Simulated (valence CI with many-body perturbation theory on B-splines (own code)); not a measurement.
## Ir²⁷⁺: key properties

Calculated by valence CI with perturbative core correlation (CI+MBPT): four valence electrons over a frozen Dirac-Fock core [Kr] 4d10, a basis of 7 s, 7 p, 7 d, 7 f, 4 g, 2 h functions for each j, with the one-electron correlation potential Σ1, the two-electron term Σ2, the three-electron term Σ3, Breit, model QED; selected CI, second order for the rest, scaled by the run's own slope (own B-spline code, finite nucleus).

The last digits are not significant, and no measured levels were compared; by estimate large intervals hold to a few tenths of a per cent, small ones and those within an open d or f shell to about a per cent. Excitations out of the core, of the other parity, are not computed and may begin above about 176 eV (a cautious bound); beyond it only levels of the ground parity were kept, without lifetimes.

Levels are named by their leading jj configuration (3d3/2^4 stands for four electrons in 3d with j = 3/2), which in mixed levels can hold well under half, so a name can repeat and another be missing.

Rates and lifetimes use the calculated energies. Strong lines usually hold to 10 to 20 %, long lifetimes can be off by a factor of two.

What is the ground level?

(4f5/2^4) J=4, composition 76 % 4f4 5I + 20 % 4f4 3H, g = 0.655.

Where does the other parity begin?

At (4f5/2^3 5s) J=4, 1078100 cm⁻¹.

How well does LS coupling describe the low levels?

Among the lowest 20 levels the leading LS term, summed over configurations, holds 56 % on average. For single configurations the figures are 56 % in LS and 70 % in jj coupling. Terms mix most in the J = 4 level at 49630 cm⁻¹, where the leading one holds 28 %.

What is the ionisation energy?

902.76 eV; NIST lists 920 ± 50 eV (theoretical).

Name the longest-lived excited levels whose lifetime is computed, and their main decay.

(4f5/2^4) J=2 at 37416 cm⁻¹ lives 39.0 s, mostly by E2 to (4f5/2^4) J=4; (4f5/2^4) J=0 at 92604 cm⁻¹ lives 687 ms, mostly by E2 to (4f5/2^4) J=2; (4f5/2^3 4f7/2) J=8 at 55931 cm⁻¹ lives 62.1 ms, mostly by M1 to (4f5/2^3 4f7/2) J=7.
